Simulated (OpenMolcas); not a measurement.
## As II: the spin-orbit constant, worked from levels

```
Program             : OpenMolcas
Basis               : ANO-RCC-VTZP [6s5p3d1f]
Scalar Hamiltonian  : DKH2, point nucleus
Active space        : 2 electrons in 3 orbitals (4p)
State averaging     : 2S+1 = 3 even, 3 roots; 2S+1 = 1 even, 6 roots
Spin-orbit coupling : state interaction with AMFI integrals over the reference wave functions, term energies averaged over their components
```

Methods: CASSCF; SS-CASPT2, IPEA 0.25 Eh, imaginary shift 0.1 Eh (closed shells correlated: 3d 4s). Measured levels: NIST Handbook of Basic Atomic Spectroscopic Data.

**The spin-orbit constant.** For the Hund term 3P of p2, E(J) = (A/2) J(J+1) + constant and ζ = 2S·A = 2A. From J = 0 to J = 2 the energy changes by 3 A.

| Source | E(2) - E(0) | A | ζ |
| --- | --- | --- | --- |
| CASSCF | 2286.6 | 762.2 | 1524 |
| SS-CASPT2 | 2290.4 | 763.5 | 1527 |
| measured | 2541.3 | 847.1 | 1694 |

All in cm-1. SS-CASPT2 is off by -9.9 % and CASSCF by -10.0 %. Both methods take the spin-orbit matrix elements from the reference wave functions, so the second can move ζ only through the term energies and any multistate remixing. Second-order mixing with other terms is absorbed into this ζ.

With the s shell closed, the reference lacks s² → p² mixing. Without dynamic correlation excited terms often stand tens of per cent too high (terms of higher spin than the ground term too low), and those without a measured partner can miss by more than the paired ones (holds for CASSCF). Computed and measured levels are paired by configuration, term and J; levels that our copy of the source lacks, or whose pairing is in doubt (as where it misses far off the trend of its configuration), stay unpaired and out of the deviations. Only configurations of the active space appear.
